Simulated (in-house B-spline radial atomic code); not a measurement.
Configurations of Pd+, with energies counted from [Kr] (4d3/2)4 (4d5/2)5. All numbers are computed (Dirac-Hartree-Fock, average of each configuration as written; Fermi nucleus of rms radius 4.5318 fm) with a B-spline radial code for spherical atoms, not measured. Energies include first-order Breit, QED and recoil terms.

Occupations are held fixed; configurations that lie above the ionisation limit could autoionise.

```csv
configuration,E - E(ref) (eV),highest orbital,its <r> (bohr)
[Kr] (4d3/2)2 (4d5/2)6 7s1,15.83,7s1/2,12.06
[Ar] 3d10 4s2 (4p1/2)1 (4p3/2)4 (4d3/2)3 (4d5/2)6 5s1,61.075,5s1/2,2.891
[Ar] 3d10 4s2 (4p1/2)2 (4p3/2)3 (4d3/2)4 (4d5/2)5 7s1,68.343,7s1/2,12.01
[Ar] 3d10 4s2 (4p1/2)2 (4p3/2)3 (4d3/2)3 (4d5/2)6 (7f7/2)1,71.915,7f7/2,33.42
[Ar] 3d10 4s2 (4p1/2)1 (4p3/2)4 (4d3/2)3 (4d5/2)6 (6f5/2)1,74.504,6f5/2,23.77
[Ar] 3d10 4s2 (4p1/2)1 (4p3/2)4 (4d3/2)4 (4d5/2)5 (6g7/2)1,75.607,6g7/2,22
[Ar] (3d3/2)4 (3d5/2)5 4s2 4p6 (4d3/2)3 (4d5/2)6 5s1,339.24,5s1/2,2.887
```

(1) Order these further configurations by energy, lowest first.
A. [Kr] (4d3/2)3 (4d5/2)5 (8f5/2)1
B. [Kr] (4d3/2)4 (4d5/2)4 (8p1/2)1
C. [Kr] (4d3/2)3 (4d5/2)6
D. [Ar] (3d3/2)3 (3d5/2)6 4s2 4p6 (4d3/2)4 (4d5/2)5 (5g7/2)1
E. [Ar] (3d3/2)3 (3d5/2)6 4s2 4p6 (4d3/2)4 (4d5/2)5 (6f7/2)1

(2) How far above the reference does [Ar] (3d3/2)4 (3d5/2)5 4s2 4p6 (4d3/2)3 (4d5/2)6 (4f7/2)1 lie?

(3) How far above the reference does [Ar] 3d10 4s2 (4p1/2)2 (4p3/2)3 (4d3/2)4 (4d5/2)5 (8g7/2)1 lie?

Results:

(1) C (0.41943 eV), B (16.511 eV), A (18.118 eV), D (356.82 eV), E (357.48 eV).

(2) 350.75 eV; its least bound orbital is 4f7/2 with <r> = 8.894 bohr.

(3) 70.915 eV; its least bound orbital is 8g7/2 with <r> = 42.99 bohr.
